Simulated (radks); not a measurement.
Results of a calculation; reference values are marked as such.
Q: These are the eigenvalues of the occupied orbitals of an atom or ion with whole-number occupations (hartree). Level of theory: scalar-relativistic Kohn-Sham, PBE, spin-unpolarised, spherical densities, point nucleus (a radial shooting solver on a logarithmic mesh with Libxc functionals).

orbital  eigenvalue
1s        -638.8188
2s        -129.2310
2p        -120.9901

Which element is it, and in what charge state? The configuration may be excited.

A: Z = 38, strontium, charge +28: Sr28+ in [Ne]. The list shows which subshells hold electrons but not how many an open one holds; the 1s level, -638.82 hartree, gives Z - s = 35.7 by -(Z - s)^2/2, which with screening and relativity narrows Z to a few neighbours, and the depths of the outer levels then fix element, charge and occupations together.
